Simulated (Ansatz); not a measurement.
Program: Ansatz. Geometries: PBE0-D4/def2-TZVP. ΔE: electronic, gas phase. CCSD(T)/CBS is the MP2 limit (def2-TZVPP, def2-QZVPP) plus CCSD(T) − MP2 in def2-TZVPP, frozen cores. Each species was taken in one conformer, which may not be the lowest.

Consider the redistribution: `[SiH3][SiH2]Cl` + `B[SiH]([SiH3])O[SiH3]` → `B[SiH]([SiH3])Cl` + `[SiH3]O[SiH2][SiH3]`.

`[SiH3][SiH2]Cl`:

Z-matrix (Å, degrees):
```
Si
Si 1 2.338
H 1 1.486 2 109.6
H 1 1.488 2 109.6 3 119.9
H 1 1.486 2 109.6 3 -120.2
Cl 2 2.065 1 108.7 3 60.2
H 2 1.485 1 111.8 3 -58.6
H 2 1.485 1 111.9 3 179.0
```

`B[SiH]([SiH3])O[SiH3]`:

Cartesian coordinates in Å:
```
B -0.921 -1.591 1.784
Si -0.031 -0.838 0.176
Si 1.703 0.540 0.997
O -1.033 0.016 -0.813
Si -1.066 0.998 -2.120
H -2.021 -1.286 2.138
H -0.291 -2.331 2.484
H 0.639 -1.915 -0.616
H 2.692 -0.294 1.732
H 1.180 1.583 1.921
H 2.394 1.222 -0.133
H -2.477 1.367 -2.386
H -0.269 2.226 -1.857
H -0.499 0.303 -3.306
```

`B[SiH]([SiH3])Cl`:

```xyz
10

B     1.664    0.260   -0.993
Si    0.604   -0.464    0.528
Si   -1.605    0.304    0.277
Cl    0.540   -2.535    0.601
H     1.994   -0.403   -1.928
H     1.912    1.431   -1.004
H     1.117    0.005    1.844
H    -2.147   -0.129   -1.037
H    -2.448   -0.259    1.365
H    -1.631    1.790    0.348
```

`[SiH3]O[SiH2][SiH3]`:

Z-matrix (Å, degrees):
```
Si
O 1 1.634
H 1 1.489 2 109.8
H 1 1.484 2 109.3 3 120.0
H 1 1.484 2 109.4 3 -120.0
Si 2 1.640 1 145.7 3 1.8
Si 6 2.347 2 111.8 1 -2.1
H 6 1.488 2 108.6 1 -123.4
H 6 1.488 2 108.8 1 119.2
H 7 1.488 6 111.0 2 60.7
H 7 1.489 6 108.8 2 -179.8
H 7 1.488 6 111.0 2 -60.2
```

```json
{"level": "MP2/def2-TZVPP", "ΔE (kJ/mol)": "-4.4"}
{"level": "HF/def2-QZVPP", "ΔE (kJ/mol)": "-4.1"}
```

Task: What does CCSD(T)/CBS give? (An estimate is asked.)

Result: Ansatz gave: -3.7 kJ/mol. The listed levels differ from it by -0.7, -0.4 kJ/mol.

Largest T1 diagnostic among the species: 0.013.
